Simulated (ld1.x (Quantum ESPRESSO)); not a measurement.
# An all-electron radial function and its pseudo partner (Lu (Z = 71))

Columns: radius, all-electron u(r) and pseudo u(r) of the 5s shell (level -61.09 eV) of lutetium in the configuration [Kr] 4d10 4f14 5s2 5p6 5d1 6s2 6p0; PBEsol, scalar-relativistic, TM semilocal scheme, ld1.x (Quantum ESPRESSO) 7.5.

```tsv
r (bohr)	all-electron	pseudo
0.160	0.3953	0.0665
0.320	-0.4681	0.1641
0.480	-0.3702	0.3304
0.640	0.3250	0.5882
0.800	0.8474	0.8813
0.960	1.0689	1.0674
1.120	1.0759	1.0758
1.280	0.9688	0.9688
1.440	0.8177	0.8177
1.600	0.6621	0.6621
1.760	0.5212	0.5212
1.920	0.4021	0.4021
2.080	0.3058	0.3058
2.240	0.2300	0.2300
2.400	0.1716	0.1716
2.560	0.1273	0.1273
2.720	0.0939	0.0939
2.880	0.0691	0.0691
3.040	0.0506	0.0506
3.200	0.0370	0.0370
3.360	0.0270	0.0270
3.520	0.0196	0.0196
3.680	0.0143	0.0143
3.840	0.0104	0.0104
4.000	0.0075	0.0075
4.160	0.0054	0.0054
```

Task: How many radial nodes do the two functions have?

Result: The all-electron 5s function has n − l − 1 = 4 (the table is too coarse to show those close to the nucleus); the pseudo-wave has 0, since the states of the same l below it are removed with the core.

Task: At about which radius was the pseudo-wave matched?

Result: 1.20 bohr, where the columns begin to agree (steps of 0.16 bohr).

Task: Where does each function peak?

Result: Outermost all-electron maximum near 1.12 bohr, pseudo maximum near 1.12 bohr (to the table’s step).

Task: Is the pseudo-wave norm-conserving?

Result: Yes: the TM semilocal scheme keeps the norm inside the radius equal to the all-electron one, which fixes the energy derivative of the logarithmic derivative at the level.
